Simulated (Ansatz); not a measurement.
`[CH3][Al]([OH])[SiH3]` and `C[O][Al]([CH3])[OH]` differ in one atom or group.

Ansatz, PBE0-D4/def2-TZVP geometries, multiplicity 1. Each molecule was computed in one conformer, which needn't be the lowest.

```json
{"property": "HOMO energy (PBE0/def2-TZVPP) / eV", "`[CH3][Al]([OH])[SiH3]`": "-7.30"}
{"property": "HOMO energy (B3LYP/def2-TZVPP) / eV", "`[CH3][Al]([OH])[SiH3]`": "-7.11"}
{"property": "HOMO–LUMO gap (B3LYP/def2-TZVPP) / eV", "`[CH3][Al]([OH])[SiH3]`": "5.87"}
{"property": "HOMO energy (PBE/def2-TZVPP) / eV", "`[CH3][Al]([OH])[SiH3]`": "-6.18"}
{"property": "HOMO energy (ωB97M-V/def2-TZVPP) / eV", "`[CH3][Al]([OH])[SiH3]`": "-9.32"}
{"property": "LUMO energy (PBE/def2-TZVPP) / eV", "`[CH3][Al]([OH])[SiH3]`": "-1.81"}
```

(1) Give the same properties after the change, and the shifts. (Estimate.)

Answers

(1) The calculation gave: 
```json
{"property": "HOMO energy (PBE0/def2-TZVPP) / eV", "`C[O][Al]([CH3])[OH]`": "-7.95", "shift": "-0.65"}
{"property": "HOMO energy (B3LYP/def2-TZVPP) / eV", "`C[O][Al]([CH3])[OH]`": "-7.73", "shift": "-0.62"}
{"property": "HOMO–LUMO gap (B3LYP/def2-TZVPP) / eV", "`C[O][Al]([CH3])[OH]`": "7.45", "shift": "1.58"}
{"property": "HOMO energy (PBE/def2-TZVPP) / eV", "`C[O][Al]([CH3])[OH]`": "-6.42", "shift": "-0.24"}
{"property": "HOMO energy (ωB97M-V/def2-TZVPP) / eV", "`C[O][Al]([CH3])[OH]`": "-10.31", "shift": "-0.99"}
{"property": "LUMO energy (PBE/def2-TZVPP) / eV", "`C[O][Al]([CH3])[OH]`": "-0.79", "shift": "1.02"}
```

With PBE0 the HOMO falls by 0.65 eV and the LUMO rises by 1.09 eV, so the gap widens by about 1.74 eV. PBE moves the HOMO by -0.24 eV and ωB97M-V by -0.99 eV. The zero-point energy changes by 47.1 kJ/mol with +3 modes.

B3LYP here is the variant with VWN-RPA as its local correlation; programs differ in this.
